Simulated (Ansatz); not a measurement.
Reaction (formal exchange of groups at the Si–C bond): `CC([SiH3])Br` + `OC(O)[SiH3]` → `OC(O)([SiH3])[SiH3]` + `CCBr`

Gas-phase electronic energies from Ansatz, PBE0-D4/def2-TZVP geometries. CCSD(T)/CBS adds triple-zeta CCSD(T) − MP2 to the extrapolated MP2 energy (def2 sets, frozen cores). DFT in def2-TZVPP. B3LYP here is the variant with VWN-RPA as its local correlation; programs differ in this. For Br outer-core shells are correlated without core-valence functions, which leaves a few kJ/mol of doubt a bond. Scalar relativity is left out up to krypton. Each species was taken in one conformer, which may not be the lowest.

```
             level  ΔE (kcal/mol)  difference from CCSD(T)/CBS
            B97M-V            5.1                         -0.8
          B3LYP-D4            4.8                         -1.1
        r2SCANh-D4            5.1                         -0.8
           ωB97M-V            5.3                         -0.6
          PBE-QIDH            6.2                          0.3
              BLYP            4.5                         -1.4
           r2SCAN0            5.7                         -0.2
         CAM-B3LYP            5.3                         -0.6
      MP2/def2-SVP            6.1                          0.2
     CCSD/def2-SVP            5.9                          0.0
  CCSD(T)/def2-SVP            5.6                         -0.3
    MP2/def2-TZVPP            6.4                          0.5
SCS-MP2/def2-TZVPP            6.4                          0.5
   CCSD/def2-TZVPP            6.2                          0.3
     HF/def2-QZVPP            7.2                          1.3
    CCSD/CBS(def2)            6.3                          0.4
       CCSD(T)/CBS            5.9                            0
```

Largest T1 diagnostic among the species: 0.013.

From BLYP to BHLYP (50 % exact exchange), in def2-TZVPP and without D4, ΔE moves by +1.6 kcal/mol. In def2-TZVPP, CCSD(T) changes the Hartree–Fock value by −1.4 kcal/mol (the triples alone add −0.3 kcal/mol) and MP2 by −0.8 kcal/mol.

CCSD(T)/CBS has its own doubt, a few kJ/mol and more with outer-core shells, so smaller differences from it don't rank the levels.
